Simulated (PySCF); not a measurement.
## Simulated absorption spectrum

SiMe2(pyrrolidide)2, C10H22N2Si.
Geometry (PBE0-D3(BJ)/def2-SVP, Å), atoms numbered from 1 in this order:
```xyz
35
C10H22N2Si angstrom
Si     1.0265   -0.0135    0.5660
C      1.2478   -0.1541    2.4254
H      1.7589   -1.0878    2.7094
H      0.2810   -0.1254    2.9515
H      1.8543    0.6886    2.7930
C      2.7044    0.0834   -0.2727
H      3.3177   -0.7830    0.0212
H      3.2526    0.9965    0.0091
H      2.6123    0.0704   -1.3701
N      0.1443    1.4096    0.1002
C     -1.2531    1.5964    0.4706
C     -1.5881    3.0165    0.0119
C     -0.6357    3.2273   -1.1591
C      0.6348    2.5435   -0.6649
H     -1.4217    1.4747    1.5565
H     -1.9061    0.8541   -0.0306
H     -1.3563    3.7371    0.8136
H     -2.6490    3.1418   -0.2501
H     -1.0152    2.7076   -2.0548
H     -0.4835    4.2849   -1.4215
H      1.2870    2.2282   -1.4959
H      1.2276    3.2514   -0.0474
N      0.0968   -1.3933    0.0626
C     -0.2358   -2.5686    0.8492
C     -1.3543   -3.2339    0.0540
C     -0.9307   -2.9548   -1.3833
C     -0.3910   -1.5263   -1.3048
H     -0.5532   -2.3039    1.8713
H      0.6192   -3.2704    0.9543
H     -2.3129   -2.7330    0.2694
H     -1.4716   -4.3037    0.2823
H     -0.1224   -3.6471   -1.6719
H     -1.7420   -3.0670   -2.1174
H      0.4022   -1.3543   -2.0555
H     -1.1897   -0.7889   -1.5218
```

Computed, not measured: TDDFT PBE0/def2-SVPD, vertical, gas phase, core orbitals frozen in the response (PySCF).

Broadening: Gaussians 0.5 eV wide at half height, area fixed by f = 4.319×10⁻⁹ ∫ε dν̃. The width is an assumption, not a result. The curve ends short of the highest state used, and states not computed would add to its high-energy end.

E (eV), ε (L mol⁻¹ cm⁻¹) and a bar:
```
     4.37          1 
     4.44          3 
     4.51          8 
     4.58         19 
     4.65         42 #
     4.72         83 ##
     4.79        147 ###
     4.85        221 #####
     4.92        321 #######
     4.99        420 #########
     5.06        495 ##########
     5.13        528 ###########
     5.20        516 ###########
     5.26        481 ##########
     5.33        433 #########
     5.40        409 #########
     5.47        431 #########
     5.54        507 ###########
     5.61        632 #############
     5.68        794 #################
     5.74        947 ####################
     5.81       1129 ########################
     5.88       1295 ###########################
     5.95       1423 ##############################
```

Question: Where are the band maxima, and which computed states make them?

Answer: 241 nm (5.14 eV), ε about 530, made up of S1 (96%) (ε in L mol⁻¹ cm⁻¹; maxima over ε = 5, shares over 10%). At its high-energy end, 5.95 eV, the curve is still rising (ε about 1400, from S6 and S8). The states used: S1 5.12 eV (f 0.0094); S2 5.39 eV (f 0.0004); S3 5.68 eV (f 0.0048); S4 5.77 eV (f 0.0031); S5 5.85 eV (f 0.0029); S6 5.99 eV (f 0.0050); S7 6.03 eV (f 0.0025); S8 6.09 eV (f 0.014); S9 6.42 eV (f 0.0086); S10 6.55 eV (f 0.0096).

Question: Coming from long wavelengths, where does ε first pass 100 L mol⁻¹ cm⁻¹?

Answer: At about 261 nm (4.74 eV), 0.38 eV below S1.

Question: What would ε be at 5.14 eV, the highest of these maxima, with half the width (0.25 eV)?

Answer: About 1010 L mol⁻¹ cm⁻¹ against 529, a factor of about 1.9; a lone state at its own centre would give exactly 2.

Question: On this curve, what absorbance would a 10⁻⁴ mol/L sample give at 266 nm over a 1 cm path?

Answer: 266 nm is 4.661 eV, where ε is about 47 L mol⁻¹ cm⁻¹, so A = ε c l ≈ 0.0047 (Beer–Lambert, with the gas-phase spectrum and the assumed width).

Hardware: AMD EPYC 9R45, 2 threads, no GPU, shared host with 96 logical CPUs at a one-minute load of 16. Cost: 99 s wall, 3.8 min CPU (with the writing of density and orbital grids), 2.9 GiB resident at most.

One conformer stands for the species.

Without π bonds the low states are Rydberg-like; a valence basis with one diffuse set may place them up to an eV too high.
